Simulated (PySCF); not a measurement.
C3H9NSi, SMILES C(/CN)=C\[SiH3].

Geometry: B3LYP-D3(BJ)/def2-SVP. The structure was generated by enumeration; whether it is a known compound was not checked. Other conformers were not sampled.

Level of theory: PySCF with PBE0/def2-TZVP.

Isolated molecule, no solvent.

Task: Estimate the frontier levels, gap, dipole moment and polarisability. (Estimate from the structure and the level; the computed values follow.)

Result: 
```json
{
 "highest_occupied_level": "-7.04 eV",
 "lowest_empty_level": "-0.44 eV",
 "orbital_gap": "6.59 eV",
 "dipole_moment": "0.53 D",
 "quadrupole, principal values (traceless, Buckingham form, about the centre of nuclear charge)": "-10.58, 2.90, 7.68 D·Å",
 "mean_static_polarisability": "75.6 bohr³ (11.20 Å³)",
 "polarisability_principal_values": "59.8, 65.2, 101.7 bohr³"
}
```
